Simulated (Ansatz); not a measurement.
Born–Oppenheimer molecular dynamics of C₃H₁₁NOSi (17 atoms, charge 0, multiplicity 1). It goes on from the last frame of an earlier run, with new velocities.

Computed with Ansatz 0.2.0, RKS r2SCAN/6-31G.

* ensemble: NVT, Nosé–Hoover chain
* time step: 0.25 fs
* steps asked: 250
* set temperature: 300 K
* thermostat: time constant 50 fs, chain length 5
* seed: 49451

First frame:

```xyz
17
Properties=species:S:1:pos:R:3
Si -0.424 0.579 -0.162
O 0.136 0.885 1.464
C -0.498 0.007 2.463
H -1.376 -0.533 2.184
H 0.204 -0.817 2.614
H -0.585 0.608 3.437
H 0.895 1.041 -0.844
H -1.707 1.204 -0.468
N -0.787 -1.023 -0.761
C -2.118 -1.645 -0.862
H -2.976 -0.922 -0.729
H -2.214 -2.209 -1.795
H -2.237 -2.344 0.025
C 0.304 -1.979 -0.825
H 0.067 -2.752 -1.637
H 1.217 -1.377 -0.946
H 0.395 -2.543 0.212
```

How far do the bonds stretch over the last three quarters of this one trajectory? (Pairs bonded in most of those frames.)


```
   bond  mean (Å)  spread (Å)  shortest  longest
 Si1–O2     1.738       0.023      1.70     1.77
 Si1–H7     1.501       0.035      1.45     1.55
 Si1–H8     1.519       0.062      1.43     1.61
 Si1–N9     1.768       0.042      1.72     1.84
  O2–C3     1.449       0.031      1.40     1.49
  C3–H4     1.109       0.033      1.05     1.16
  C3–H5     1.098       0.016      1.07     1.13
  C3–H6     1.099       0.039      1.04     1.16
 N9–C10     1.458       0.011      1.44     1.47
 N9–C14     1.458       0.026      1.41     1.50
C10–H11     1.096       0.016      1.07     1.13
C10–H12     1.106       0.035      1.05     1.16
C10–H13     1.121       0.069      1.01     1.22
C14–H15     1.103       0.028      1.06     1.15
C14–H16     1.100       0.021      1.07     1.13
C14–H17     1.113       0.059      1.02     1.20
```

Mean temperature of the second half: 320 K. The conserved energy stayed within 0.037 meV per atom of its start (net change -0.032 meV per atom), so the integration is sound. A run of 0.062 ps of so small a system gives no equilibrium averages. Limits of this set-up: no polarisation functions.

The run took 18 min on 2 threads of Arm Neoverse V2, on a shared host, peak memory 0.17 GiB.
